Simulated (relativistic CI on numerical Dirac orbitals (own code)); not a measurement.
**Electric-dipole lines of Tc XXVII**

Calculated at this level of theory: Dirac-Coulomb-Breit CI, orbitals from a KLI potential per configuration, model QED (radiative potential, 1s self-energy scaled to tabulated hydrogen-like ionisation energies), unscaled Slater integrals (own radial code, finite nucleus).

Configuration list (outside the closed core [Ne]): 3s2.3p5, 3s.3p6, 3s2.3p4.3d, 3s.3p5.3d, 3p6.3d, 3s.3p4.3d2, 3s2.3p3.3d.4p, 3p6.4s, 3s2.3p4.4s, 3s.3p4.3d.4s, 3p6.4p, 3s2.3p4.4p, 3s2.3p3.3d2, 3s2.3p2.3d3, 3s.3p3.3d3, 3s2.3p2.3d2.4s, 3s2.3p2.3d2.4p. Double excitations out of closed p, d and f shells are left out; levels of such configurations are missing from the list, as are those of other unlisted configurations, and high levels can miss mixing partners.

| λ vac (Å) | Lower | Upper | A (s⁻¹) | gf | Branching (%) |
| --- | --- | --- | --- | --- | --- |
| 70.940 | 3s2.3p4.3d 4D_7/2 [7] | 3s2.3p3.3d2 4D°_7/2 [129] | 1.60e+11 | 9.64e-01 | 51.9 |
| 71.297 | 3s2.3p4.3d 2F_7/2 [8] | 3s2.3p3.3d2 2F°_7/2 [138] | 3.03e+11 | 1.85e+00 | 70.6 |
| 71.744 | 3s2.3p5 2P°_3/2 [1] | 3s2.3p4.3d 2D_3/2 [28] | 2.88e+11 | 8.90e-01 | 93.3 |
| 71.762 | 3s.3p6 2S_1/2 [3] | 3s.3p5.3d 2P°_3/2 [99] | 2.22e+11 | 6.87e-01 | 79.6 |
| 72.354 | 3s2.3p4.3d 4F_9/2 [9] | 3s2.3p3.3d2 2G°_9/2 [134] | 1.62e+11 | 1.27e+00 | 57.3 |
| 72.404 | 3s2.3p4.3d 4F_9/2 [9] | 3s2.3p3.3d2 4D°_7/2 [133] | 2.77e+11 | 1.74e+00 | 74.5 |
| 72.768 | 3s2.3p4.3d 2F_7/2 [8] | 3s2.3p3.3d2 2D°_5/2 [131] | 2.15e+11 | 1.02e+00 | 67.3 |
| 72.771 | 3s2.3p5 2P°_3/2 [1] | 3s2.3p4.3d 2D_5/2 [27] | 4.68e+11 | 2.23e+00 | 100.0 |
| 72.924 | 3s2.3p4.3d 4F_7/2 [17] | 3s2.3p3.3d2 4D°_5/2 [169] | 3.17e+11 | 1.51e+00 | 76.6 |
| 73.143 | 3s2.3p4.3d 4F_9/2 [9] | 3s2.3p3.3d2 4F°_9/2 [130] | 1.82e+11 | 1.46e+00 | 50.8 |
| 73.471 | 3s2.3p4.3d 2G_9/2 [22] | 3s2.3p3.3d2 2G°_9/2 [175] | 2.94e+11 | 2.38e+00 | 81.5 |
| 73.561 | 3s2.3p5 2P°_1/2 [2] | 3s2.3p4.3d 2D_3/2 [31] | 4.29e+11 | 1.39e+00 | 100.0 |
| 73.650 | 3s2.3p4.3d 4F_9/2 [9] | 3s2.3p3.3d2 2H°_11/2 [127] | 1.07e+11 | 1.05e+00 | 83.9 |
| 74.057 | 3s2.3p5 2P°_3/2 [1] | 3s2.3p4.3d 2S_1/2 [26] | 5.09e+11 | 8.38e-01 | 94.5 |
| 75.144 | 3s2.3p4.3d 2F_7/2 [24] | 3s2.3p3.3d2 2G°_9/2 [180] | 2.32e+11 | 1.97e+00 | 85.8 |
| 75.311 | 3s2.3p4.3d 2G_9/2 [22] | 3s2.3p3.3d2 2H°_11/2 [171] | 1.82e+11 | 1.86e+00 | 100.0 |
| 75.633 | 3s2.3p4.3d 2D_5/2 [27] | 3s2.3p3.3d2 2F°_7/2 [196] | 5.48e+11 | 3.76e+00 | 74.3 |
| 76.666 | 3s2.3p4.3d 4F_9/2 [9] | 3s2.3p3.3d2 4G°_11/2 [113] | 1.13e+11 | 1.19e+00 | 90.1 |
| 79.550 | 3s2.3p4.3d 4D_7/2 [7] | 3s2.3p3.3d2 2G°_9/2 [95] | 9.39e+10 | 8.91e-01 | 68.1 |
| 80.121 | 3s2.3p5 2P°_1/2 [2] | 3s2.3p4.3d 2P_1/2 [29] | 3.45e+11 | 6.64e-01 | 93.2 |

Terms are leading LS components. Brackets give the number of a level in order of energy, since labels repeat. The list gives strong lines, with weight on those to low levels, without lines whose two gauges differ by over a factor of 2.5, among the lowest 200 of 2504 levels, so that lines to higher ones, which can be the strongest, are missing. Levels whose partners in the same complex of configurations lie outside the list can be far off, and so can their lines. Rates are taken at the computed energies, electric ones in the length gauge.

At this charge energies of transitions that change n are usually good to better than 1 %, and those within a shell (Δn = 0) to a few per cent.

LS names give the leading component of a level, which can be under half, so a name can repeat, a term be missing and a line seem to break the LS rules.
